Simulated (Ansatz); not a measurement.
Computed with Ansatz on PBE0-D4/def2-TZVP structures; ΔE is electronic, products minus reactants. CCSD(T)/CBS is the MP2 limit (def2-TZVPP, def2-QZVPP) plus CCSD(T) − MP2 in def2-TZVPP, frozen cores. This one scheme is used for every species. DFT in def2-TZVPP. B3LYP here is the variant with VWN-RPA as its local correlation; programs differ in this. def2 core potentials past Kr. For Hf, Se outer-core shells are correlated without core-valence functions, which leaves a few kJ/mol of doubt a bond. Scalar relativity is left out up to krypton. Each species was taken in one conformer, which may not be the lowest.

Consider the formal exchange of groups at the Se–Hf bond: `C[Se][Hf]([Cl])([Cl])[Cl]` + `COCC#N` → `C[Se]CC#N` + `C[O][Hf]([Cl])([Cl])[Cl]`.

| level | ΔE (kJ/mol) | difference from CCSD(T)/CBS |
| --- | --- | --- |
| PBE-D4 | -97.3 | 1.8 |
| r2SCAN-D4 | -99.1 | 0.0 |
| PBE0-D4 | -96.3 | 2.8 |
| ωB97X-V | -105.4 | -6.3 |
| ωB97M-V | -102.4 | -3.3 |
| B2PLYP | -106.6 | -7.5 |
| PBE | -100.0 | -0.9 |
| r2SCAN | -99.6 | -0.5 |
| B3LYP | -109.7 | -10.6 |
| HF/def2-TZVPP | -109.7 | -10.6 |
| MP2/def2-TZVPP | -102.0 | -2.9 |
| SCS-MP2/def2-TZVPP | -105.7 | -6.6 |
| CCSD(T)/def2-TZVPP | -100.4 | -1.3 |
| MP2/def2-QZVPP | -101.6 | -2.5 |
| HF/CBS(def2) | -111.0 | -11.9 |
| MP2/CBS(def2) | -100.7 | -1.6 |
| CCSD(T)/CBS | -99.1 | 0 |

Largest T1 diagnostic among the species: 0.014.

The D4 term adds +4.6 kJ/mol with B3LYP and +2.6 kJ/mol with PBE0; it sums over pairs of atoms, weighted by their polarisabilities, and B3LYP, whose exchange is more repulsive, gets the larger term. In def2-TZVPP, CCSD(T) changes the Hartree–Fock value by +9.3 kJ/mol (the triples alone add +3.8 kJ/mol) and MP2 by +7.7 kJ/mol.
